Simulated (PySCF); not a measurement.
Si(Cl)(F)2(SeH) (ClF2HSeSi), SMILES F[Si](F)(Cl)[SeH].

Geometry optimised at r2SCAN-D4/def2-SVP. The structure was generated by enumeration, and PubChem lists no compound with its InChIKey, so it may never have been made. The values are those of a single conformer.

The numbers are results of r2SCAN-D4/def2-SVP in PySCF, not measurements.

Frequencies are harmonic and unscaled.

Computed normal modes with their intensities:
| mode | ν (cm⁻¹) | IR (km/mol) | Raman (Å⁴/amu) | depolarisation | moving atoms (share of kinetic energy) |
|---|---|---|---|---|---|
| 1 | 99 | 5.7 | 5.4 | 0.73 | H 50 %, Cl 22 %, F 19 % |
| 2 | 156 | 5.4 | 3.2 | 0.67 | F 30 %, H 26 %, Cl 24 %, Se 13 % |
| 3 | 177 | 4.4 | 2.0 | 0.74 | F 55 %, H 19 %, Se 13 % |
| 4 | 241 | 7.1 | 1.1 | 0.73 | F 54 %, Si 22 %, Cl 20 % |
| 5 | 246 | 15.5 | 3.9 | 0.39 | F 56 %, Se 36 % |
| 6 | 294 | 12.5 | 2.2 | 0.34 | F 64 %, Cl 24 % |
| 7 | 430 | 48.5 | 6.0 | 0.03 | Si 38 %, F 33 %, Cl 18 %, Se 11 % |
| 8 | 602 | 215.2 | 3.3 | 0.62 | Si 59 %, Cl 24 %, H 15 % |
| 9 | 681 | 46.0 | 7.8 | 0.69 | H 79 %, Si 11 % |
| 10 | 889 | 171.8 | 2.7 | 0.03 | F 59 %, Si 40 % |
| 11 | 976 | 125.3 | 0.6 | 0.73 | F 50 %, Si 49 % |
| 12 | 2436 | 2.0 | 117.9 | 0.31 | H 99 % |
